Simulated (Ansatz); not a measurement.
Question: Name a neutral molecule of Cl, O, Si and H with HOMO–LUMO gap (ωB97M-V/def2-TZVPP) between 11.50 and 11.80 eV and HOMO energy (ωB97M-V/def2-TZVPP) between -10.35 and -10.05 eV (Ansatz, PBE0-D4/def2-TZVP geometry).

Answer: `O[SiH]([SiH3])Cl` (11.56 eV, -10.21 eV). Other molecules can fit too; these were computed, each in one conformer that needn't be the lowest.
